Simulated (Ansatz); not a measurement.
`F[BH][GaH][F]` + H–F → `[F][GaH][F]` + `BF` at 700 K and 1 bar (cleavage of the Ga–B bond).

Program: Ansatz. Geometries: PBE0-D4/def2-TZVP. ΔE: electronic, gas phase. CCSD(T)/CBS is the MP2 limit (def2-TZVPP, def2-QZVPP) plus CCSD(T) − MP2 in def2-TZVPP, frozen cores. This one scheme is used for every species. For Ga outer-core shells are correlated without core-valence functions, which leaves a few kJ/mol of doubt a bond. Scalar relativity is left out up to krypton. One conformer a species, not always the lowest.

```json
{"species": "`F[BH][GaH][F]`", "CCSD(T)/CBS energy (Eh)": "-2149.58538", "H − E (kJ/mol)": "118.6", "S (J/(mol·K))": "411.1"}
{"species": "H–F", "CCSD(T)/CBS energy (Eh)": "-100.39570", "H − E (kJ/mol)": "45.2", "S (J/(mol·K))": "198.5"}
{"species": "`[F][GaH][F]`", "CCSD(T)/CBS energy (Eh)": "-2124.20216", "H − E (kJ/mol)": "68.4", "S (J/(mol·K))": "334.0"}
{"species": "`BF`", "CCSD(T)/CBS energy (Eh)": "-125.82039", "H − E (kJ/mol)": "88.4", "S (J/(mol·K))": "262.0"}
```

H − E and S are ideal-gas, rigid-rotor, harmonic terms from PBE0-D4/def2-TZVP, for one conformer and one mirror image of each species. 1 Eh = 2625.50 kJ/mol, R = 8.31446 J/(mol·K).

Q: By hand: ΔE, ΔH, ΔS and ΔG.

A: ΔE = (-2124.20216) + (-125.82039) − (-2149.58538) − (-100.39570) = -0.04147 Eh = -108.9 kJ/mol. Δ(H − E) = 68.4 + 88.4 − 118.6 − 45.2 = -7.0, so ΔH = -115.9 kJ/mol. ΔS = 334.0 + 262.0 − 411.1 − 198.5 = -13.6 J/(mol·K). ΔG = -115.9 − 700 × (-13.6)/1000 = -106.4 kJ/mol.

Q: By hand: the equilibrium constant, and the temperature at which ΔG would vanish if ΔH and ΔS stayed fixed.

A: log₁₀ K = −ΔG/(RT ln 10) = 7.9. ΔG = 0 at ΔH/ΔS = 8522 K, far beyond where these terms or the molecules hold.

The number of gas molecules stays the same, so ΔS is small and ΔH decides. A doubt of 5 kJ/mol in ΔE shifts log₁₀ K by 0.4 here. Other conformers and mirror images would add mixing entropy, several J/(mol·K) or more a flexible species. Modes under 60 cm⁻¹, often nearly free rotors, make the harmonic entropy too high. These are equilibria of isolated gas molecules and say nothing of rates. Largest T1 diagnostic: 0.015 (customary marks: 0.02 for closed shells, 0.045 for open ones).
